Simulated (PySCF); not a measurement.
## Radial density of Co⁺ (cobalt, charge +1)

PBE0, [Ar] 3d8, high-spin 3F determinant. Computed with PySCF 2.14 in def2-SVP (5s3p2d1f, 31 functions), with the non-relativistic Hamiltonian (point nucleus).

```tsv
r (bohr)	4πr²ρ (e/bohr)	4πr²(ρα − ρβ)
0.00105	0.1712	0.0000
0.00176	0.4731	0.0000
0.00297	1.263	0.0000
0.00499	3.186	0.0000
0.00840	7.525	0.0000
0.0141	15.63	0.0001
0.0238	26.54	0.0001
0.0400	32.44	0.0003
0.0672	27.20	0.0019
0.113	28.11	0.0206
0.190	36.36	0.1646
0.320	19.47	0.7262
0.538	16.81	1.6530
0.905	14.86	1.6077
1.52	3.895	0.6592
2.56	0.5166	0.1013
4.31	0.0008900	0.0001
```
